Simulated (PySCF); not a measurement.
Computed data sheet: `C(/[S@](=O)C)=C/C=C`

Species: C5H8OS.
SMILES with atom numbers: `[CH2:1]=[CH:2]/[CH:3]=[CH:4]\[S@@:5]([CH3:6])=[O:7]` (hydrogens: H8, H9 on C1; H10 on C2; H11 on C3; H12 on C4; H13, H14, H15 on C6)

Among its groups: C=C double bond and sulfoxide.

**PBE0-D3(BJ)/def2-SVP geometry optimisation, gas phase (PySCF)**

```
Point group                  : C1
Rotational constants A, B, C : 4.994, 1.089, 1.047 GHz
```

**CAM-B3LYP/def2-SVPD ground state, ΔSCF and vertical TDDFT (core frozen in the response) (PySCF)**

```
Dipole moment                                                     : 4.72 D
HOMO energy                                                       : -8.00 eV
LUMO energy                                                       : -0.57 eV
HOMO–LUMO gap                                                     : 7.43 eV
Lowest singlet excitation                                         : 4.53 eV (274 nm, f = 0.067)
Strongest line among the 10 lowest singlet transitions            : S3 at 5.76 eV (215 nm, f = 0.435)
Lowest triplet excitation (Tamm–Dancoff)                          : 3.07 eV
Static isotropic polarisability                                   : 94.7 au
Vertical ionisation energy                                        : 8.66 eV
Electronic spatial extent ⟨r²⟩ about the centre of nuclear charge : 1181 bohr²
```

PBE0/pcSseg-1 ground state and GIAO shieldings, non-relativistic (PySCF):

```
Lowest Hirshfeld atomic charge                              : -0.38 e on O7
Highest Hirshfeld atomic charge                             : +0.33 e on S5
13C chemical shifts (computed TMS as zero) by class         : 152.1 (C4), 142.3 (C3), 139.4 (C2), 131.5 (C1), 44.4 (C6) ppm
1H chemical shifts (computed TMS as zero) by class          : 6.97 (H10), 6.44 (H11), 6.27 (H12), 5.64 (H9), 5.64 (H8), 2.29 (H13/H14/H15) ppm
Isotropic shieldings of nuclei other than C and H, by class : 275 (O7), 214 (S5) ppm
Mayer bond orders between heavy atoms                       : C1–C2 1.89, C2–C3 1.10, C3–C4 1.79, C4–S5 0.91, S5–C6 0.89, S5–O7 1.51
```

Monoisotopic mass from the formula: 116.0296 u.

A dipole of 4.72 D is allowed in C1, and pure rotational transitions are dipole-allowed. The 10 singlets span 4.53 to 7.16 eV, and their oscillator strengths add up to 0.99. The ΔSCF ionisation energy exceeds −ε(HOMO) by 0.66 eV with CAM-B3LYP. The vertical singlet–triplet gap S1 − T1 is 1.46 eV (TDDFT singlet less Tamm–Dancoff triplet; S1: HOMO→LUMO, weight 0.89; T1: HOMO−1→LUMO, weight 0.56, beside HOMO→LUMO, weight 0.35). The principal polarisabilities are 70.6, 74.7 and 138.8 au; their mean is the isotropic value. The largest Löwdin shares of the HOMO are 0.43 on O7, 0.25 on S5, 0.09 on C4 and 0.06 on C6. The largest Löwdin shares of the LUMO are 0.23 on C1, 0.23 on C4, 0.18 on C3 and 0.14 on C2.

One conformer (not necessarily the lowest) at the PBE0-D3(BJ)/def2-SVP geometry, without solvent or vibrations. NMR classes are plain means over equivalent atoms (diastereotopic ones count apart unless rotation or inversion swaps them), as if these changed places fast; in this geometry the members of some classes differ.

Shape of the structure used: `[CH2:1]=[CH:2]/[CH:3]=[CH:4]\[S@@:5]([CH3:6])=[O:7]`: C1–C2–C3–C4 -177°, C3–C4–S5–C6 111°.
